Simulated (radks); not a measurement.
Problem. These are the eigenvalues of the occupied orbitals of an atom or ion with whole-number occupations (hartree). Method: scalar-relativistic Kohn-Sham, BLYP, spin-polarised, spherical densities, point nucleus; computed with a radial shooting solver on a logarithmic mesh with Libxc functionals.

orbital  eigenvalue
1s up     -3243.592
1s down   -3243.503
2s up     -655.3138
2s down   -655.2654
2p up     -577.0185
2p down   -576.9441
3s up     -224.3197
3s down   -224.2361
3p up     -201.6376
3p down   -201.5428
3d up     -179.0599
3d down   -178.9731
4s up     -108.6928
4s down   -108.2357
4p up     -100.1219

Which element is it, and in what charge state? The configuration may be excited. Open shells, if any, are filled with parallel spins first.

Solution. Z = 81, thallium, charge +49: Tl49+ in [Ar] 3d10 4s2 4p2. The list shows which subshells hold electrons but not how many an open one holds; the 1s level, -3243.6 hartree, gives Z - s = 80.5 by -(Z - s)^2/2, which with screening and relativity narrows Z to a few neighbours, and the depths of the outer levels then fix element, charge and occupations together.
